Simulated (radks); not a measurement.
Species: Sc III. Configuration: [Ar] 3d1 (the NIST ground configuration). Calculated with a radial shooting solver on a logarithmic mesh with Libxc functionals: scalar-relativistic Kohn-Sham, LDA (Slater exchange, VWN5 correlation), spin-polarised, spherical densities, finite nucleus; open shells are filled with parallel spins first; Fermi nuclear charge, rms radius 3.5459 fm; hard spherical wall at 20 bohr.

Unscreened Slater integrals over Kohn-Sham orbitals (eV). They are taken over the spin-up orbitals. Empty in this configuration: 4s.

integral,value
"F0(3d,3d)",16.153
"F2(3d,3d)",7.4168
"F4(3d,3d)",4.6029
"F0(3d,3p)",18.233
"F2(3d,3p)",8.4878
"G1(3d,3p)",10.612
"G3(3d,3p)",6.3415
"F0(3d,3s)",18.796
"G2(3d,3s)",7.9377
"F0(3d,2p)",22.821
"F2(3d,2p)",3.5588
"G1(3d,2p)",2.3651
"G3(3d,2p)",1.3360
"F0(3d,4s)",9.8478
"G2(3d,4s)",1.7572
"F0(3p,3p)",21.140
"F2(3p,3p)",10.582
"F0(3p,3s)",21.924
"G1(3p,3s)",14.538
"F0(3p,2p)",28.844
"F2(3p,2p)",5.4487
"G0(3p,2p)",2.1533
"G2(3p,2p)",2.2169
"F0(3p,4s)",10.269
"G1(3p,4s)",0.83081
"F0(3s,3s)",22.803
"F0(3s,2p)",30.389
"G1(3s,2p)",2.4411
"F0(3s,4s)",10.359
"G0(3s,4s)",0.58054
"F0(2p,2p)",80.783
"F2(2p,2p)",37.779
"F0(2p,4s)",11.264
"G1(2p,4s)",0.30649
"F0(4s,4s)",8.1072

Derived for the open shells (J is the average intra-shell exchange parameter used in DFT+U). 3d: Racah B = F2/49 - 5 F4/441 = 0.09918 eV, C = 35 F4/441 = 0.3653 eV, C/B = 3.68, F4/F2 = 0.621, J = (F2 + F4)/14 = 0.8585 eV.
